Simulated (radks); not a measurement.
Ne8+, configuration [He] (the NIST ground configuration). Calculated with a radial shooting solver on a logarithmic mesh with Libxc functionals: scalar-relativistic Kohn-Sham, LDA (Slater exchange, Perdew-Wang correlation), spin-polarised, spherical densities, finite nucleus; Fermi nuclear charge, rms radius 3.0055 fm. Some entries of the table are withheld. Estimate them.

orbital  occ.  eigenvalue (eV)  <r> (bohr)  r(max) (bohr)
1s          2        -1130.070         (1)            (2)
2s          0        -246.6235      0.6687         0.5741
2p          0        -234.5421      0.5789         0.4582

Answer. 
(1) 1s <r> (bohr): 0.1566
(2) 1s r(max) (bohr): 0.1026
